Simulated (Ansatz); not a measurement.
System: silanone, sum formula H$_{2}$SiO (charge 0, singlet). 
Geometry from a B3LYP-D3(BJ)/def2-TZVP (Ansatz, a first-principles code) optimisation:
SMILES: O=[SiH2]
```xyz
4

Si     0.0729    -0.4313    -0.0029
O     -0.1804     1.0669     0.0071
H     -0.9986    -1.4531    -0.0255
H      1.4209    -1.0442     0.0090
```

Basis-set convergence of Hartree-Fock and MP2 correlation energies (hartree) with Ansatz. Cores are frozen in the correlated levels unless marked. Spin-orbit coupling is left out. No relativistic terms.

| basis | functions | E(HF) | E(corr, MP2) |
|---|---|---|---|
| def2-SVP | 42 | -364.77494 | -0.28925 |
| def2-TZVPP | 101 | -364.98570 | -0.36097 |
| def2-QZVPP | 187 | -364.99882 | -0.38889 |

Extrapolating the two largest sets (X = 3 and 4) as X^-3: E(corr) = (64·(-0.38889) - 27·(-0.36097))/37 = -0.4093 Eh, an estimate of the basis-set limit. The largest set recovers 95.0 % of it, the smallest 70.7 %.
